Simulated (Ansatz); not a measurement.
ScF, closed-shell singlet (the spin of the measured ground state), most abundant isotopes (44.9559 and 18.9984 u). Constants from fifth-degree fits in 1/R to seven points on the lowest solution found; no spin–orbit coupling, no relativity up to Kr; ω_e x_e and α_e move by some per cent with the fit.

Correlated levels freeze the inner cores; with def2 sets outer-core shells near the valence are correlated too. CBS(a, b) extrapolates the correlation energy as X⁻³ and adds the Hartree–Fock energy of set b.

Programs: Ansatz (Gaussian orbitals). Values without a source in brackets are computed.

| level | r_e (Å) | ω_e (cm⁻¹) | ω_e x_e (cm⁻¹) | α_e (cm⁻¹) |
|---|---|---|---|---|
| PBE/def2-TZVPP | 1.7873 | 722.6 | 3.74 | 0.00280 |
| CCSD(T)/CBS(def2-TZVPP, def2-QZVPP) | 1.7932 | 747.9 | 3.76 | 0.00226 |

D_e from total energies of the atoms and the molecule: 6.24 eV at CCSD(T)/CBS(def2-TZVPP, def2-QZVPP).

Question: Derive the rotational constants, the centrifugal constant, the fundamental, the zero-point energy and the force constant, and test the Morse rule for the well depth.

Answer: 
μ = 13.35470 u.
- PBE/def2-TZVPP: B_e = 16.8576/(μ r_e²) = 0.39515 cm⁻¹; B₀ = B_e − α_e/2 = 0.39375 cm⁻¹; D = 4B_e³/ω_e² = 4.73e-07 cm⁻¹; fundamental ω_e − 2ω_e x_e = 715 cm⁻¹; zero-point energy ω_e/2 − ω_e x_e/4 = 360 cm⁻¹; k = μ(2πcω_e)² = 411 N/m; the line J = 1 ← 0 at 2B₀ = 23.61 GHz
- CCSD(T)/CBS(def2-TZVPP, def2-QZVPP): B_e = 16.8576/(μ r_e²) = 0.39258 cm⁻¹; B₀ = B_e − α_e/2 = 0.39145 cm⁻¹; D = 4B_e³/ω_e² = 4.33e-07 cm⁻¹; fundamental ω_e − 2ω_e x_e = 740 cm⁻¹; zero-point energy ω_e/2 − ω_e x_e/4 = 373 cm⁻¹; k = μ(2πcω_e)² = 440 N/m; the line J = 1 ← 0 at 2B₀ = 23.47 GHz; a Morse well would hold ω_e²/(4ω_e x_e) = 4.61 eV against the computed D_e of 6.24 eV

Doubts at one or more of the structures used: a restricted determinant that unrestricted orbitals would lower (CCSD(T)/CBS(def2-TZVPP, def2-QZVPP)).

Measured for the ground state: r_e 1.7877 Å [Huber and Herzberg (1979), NIST Chemistry WebBook]; ω_e 735.6 cm⁻¹ [Huber and Herzberg (1979), NIST Chemistry WebBook].

Ansatz is a program for electronic structure.
